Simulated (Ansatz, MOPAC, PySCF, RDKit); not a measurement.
Pair of molecules: SiH4 (SMILES [SiH4]) (first 5 atoms) with C2H6 (SMILES CC); geometry from B3LYP-D3(BJ)/def2-TZVP, rigid monomers moved along the line of their centres of mass till Si1···C6 is 3.39 Å.
(charge 0, multiplicity 1):
```xyz
13

Si    -0.019     0.305     0.285
H     -1.491     0.401     0.411
H      0.436    -1.013     0.780
H      0.617     1.377     1.083
H      0.365     0.457    -1.137
C     -0.731    -0.062     3.582
C      0.749    -0.222     3.916
H     -1.073    -0.846     2.903
H     -0.930     0.899     3.105
H     -1.349    -0.116     4.481
H      0.946    -1.183     4.395
H      1.089     0.562     4.596
H      1.367    -0.170     3.018
```

Monomers are frozen at their geometry in the pair; levels with a basis set take the counterpoise correction. Rows marked so take none. RDKit's UFF carries no charges.

Frozen-core correlation. Rows in 6-311+G**, 6-31G* carry no dispersion term and start afresh at each structure (6-31G* with six Cartesian d functions). The state that PM7 reach isn't checked; PM7 holds dispersion and hydrogen-bond terms.

Programs: Ansatz (an electronic-structure program) with Gaussian orbitals; MOPAC for PM7 (differences of heats of formation); PySCF for 6-311+G** rows, 6-31G* rows, the dispersion terms; RDKit for the force fields. Values without a source in brackets are computed.

```
level                              interaction energy (meV)
---------------------------------  ------------------------
UFF                                                    -2.3
PM7                                                   237.0
BP86/6-31G* (no counterpoise)                         101.3
r2SCAN-D4/def2-TZVPPD                                 -14.7
B3LYP/6-311+G** (no counterpoise)                     104.0
B3LYP-D3(BJ)/def2-TZVPPD                              -25.4
wB97X-V/def2-TZVPPD                                   -18.5
MP2/aug-cc-pV(D+d)Z                                     7.1
SCS-MP2/aug-cc-pV(D+d)Z                                   ?
```

Question: Some entries are withheld; supply them.

Answer: 
- SCS-MP2/aug-cc-pV(D+d)Z, interaction energy (meV): 38.1
